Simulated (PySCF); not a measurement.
# Se³⁺ (selenium, charge +3): UHF calculation

Configuration: [Ar] 3d10 4s2 4p1, 2P determinant. All numbers are calculated (PySCF 2.14, the spin-free X2C one-electron Hamiltonian (Gaussian nucleus), in x2c-TZVPall).

| Item | Value |
| --- | --- |
| Total energy | -2425.847315 hartree |
| One-electron energy | -3335.1099 hartree |
| Hartree (Coulomb) energy | 995.2399 hartree |
| Exchange energy | -85.9774 hartree |
| ⟨S²⟩ | 0.7574 |
| ⟨L²⟩ | 2.022 |
| Sum of ⟨r⟩ | 17.63 bohr |
| Sum of ⟨r²⟩ | 18.69 bohr² |
| Traceless quadrupole moment −½Σ⟨3z² − r²⟩ along its main axis | -1.68 e·bohr² |
| Langevin diamagnetic susceptibility | -14.8 ×10⁻⁶ cm³/mol |
| Time after the integrals | 0.19 s of wall time on 1 thread of Neoverse-V1 (shared host) |

| shell | electrons | mean orbital energy (hartree) | spread (hartree) | rms radius, mean of both spins (bohr) |
| --- | --- | --- | --- | --- |
| 1s α | 1 | -469.45895 | 0 | 0.0508 |
| 1s β | 1 | -469.45376 | 0 | 0.0508 |
| 2s α | 1 | -63.69356 | 0 | 0.212 |
| 2s β | 1 | -63.69097 | 0 | 0.212 |
| 2p α | 3 | -56.00683 | 0.00373 | 0.189 |
| 2p β | 3 | -56.00113 | 0.00985 | 0.189 |
| 3s α | 1 | -10.55863 | 0 | 0.612 |
| 3s β | 1 | -10.54883 | 0 | 0.612 |
| 3p α | 3 | -8.06229 | 0.00377 | 0.636 |
| 3p β | 3 | -8.04914 | 0.03033 | 0.636 |
| 3d α | 5 | -3.93363 | 0.01644 | 0.691 |
| 3d β | 5 | -3.92690 | 0.02940 | 0.691 |
| 4s α | 1 | -2.04069 | 0 | 1.78 |
| 4s β | 1 | -1.92550 | 0 | 1.78 |
| 4p α | 1 | -1.55308 | 0 | 2.02 |

Densities and radii are taken from the X2C orbitals without a picture-change correction, which distorts them close to the nucleus.
